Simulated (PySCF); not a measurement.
Compound: C4H6F4O3.
Structure used (GFN2-xTB), in Å, numbered top down from 1:
```
atom  x, y, z in Å
C1     1.8703   -1.4563    0.3058
O2     1.2017   -0.4509   -0.4446
C3     0.0172   -0.0396    0.0794
O4    -0.4437    1.0931   -0.5753
C5     0.4375    2.1577   -0.6140
F6     0.6649    2.6371    0.6473
O7    -0.9550   -1.0708   -0.1276
C8    -2.2325   -0.7485    0.0285
F9    -2.9373   -1.8686    0.1719
F10   -2.7714   -0.0916   -0.9987
F11   -2.4653   -0.0023    1.1166
H12    2.8005   -1.6404   -0.2252
H13    2.0792   -1.1013    1.3197
H14    1.2739   -2.3687    0.3477
H15    0.0922    0.1365    1.1754
H16    1.4156    1.8796   -1.0277
H17   -0.0549    2.9470   -1.1890
```

Hirshfeld charges (e) from the PBE0/pcSseg-1 density (PySCF), one withheld:

```
atom       bonded to   charge
  C1  O2 H12 H13 H14  -0.0292
  O2           C1 C3  -0.1253
  C3    O2 O4 O7 H15  +0.1725
  O4           C3 C5  -0.1383
  C5   O4 F6 H16 H17        ?
  F6              C5  -0.1226
  O7           C3 C8  -0.1474
  C8   O7 F9 F10 F11  +0.3067
  F9              C8  -0.1020
 F10              C8  -0.1031
 F11              C8  -0.0984
 H12              C1  +0.0617
 H13              C1  +0.0489
 H14              C1  +0.0474
 H15              C3  +0.0299
 H16              C5  +0.0423
 H17              C5  +0.0623
```

**Question.** What is the charge on C5?

**Answer.** The charges add up to the total charge, 0. The others sum to -0.0946, which leaves +0.0946 e for C5 (sp3 C–F carbon); the computed value is +0.0944, the difference coming from rounding and the integration grid.

**Question.** Add each hydrogen's charge to the atom that carries it.

**Answer.** C1 +0.1288, C3 +0.2024, C5 +0.1990. Atoms without hydrogen keep their charges.

**Question.** Across which bond do the charges differ most?

**Answer.** C8–O7: +0.3067 on C8 against -0.1474 on O7, a difference of 0.4541 e. The lower charge is on the more electronegative element of the two (Pauling values: O 3.44, C 2.55).

**Question.** Take the bonds between elements whose Pauling electronegativities differ by more than 0.25. In how many does the more electronegative atom carry the lower charge?

**Answer.** In 13 of 16; it doesn't in C3–H15, C5–H16 and C5–H17.

**Question.** How much positive and how much negative charge does this set hold in all?

**Answer.** +0.8661 e on 9 atoms and -0.8663 e on 8.

The Hirshfeld scheme weights the molecular density at each point by an atom's share of the summed free-atom densities. Geometry: GFN2-xTB, one conformer, isolated molecule.
